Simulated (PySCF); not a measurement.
A structure optimised at PBE0-D3(BJ)/def2-SVP, used in a PySCF frequency run:

```xyz
9

C     -2.7703    -0.2367     0.0000
C     -1.5795    -0.8469     0.0000
Si    -0.0194     0.1215     0.0000
F     -0.3862     1.6931     0.0000
Cl     1.1158    -0.2514     1.6588
Cl     1.1158    -0.2514    -1.6588
H     -2.8562     0.8548     0.0000
H     -3.7082    -0.8020     0.0000
H     -1.5270    -1.9419     0.0000
```
Charge 0, spin multiplicity 1.

Task: Write its SMILES, formula and point group.

Result: C=C[Si](F)(Cl)Cl, C2H3Cl2FSi, Cs

Task: What are its rotational constants (standard atomic weights)?

Result: 1.8809, 1.6268, 1.1695 GHz
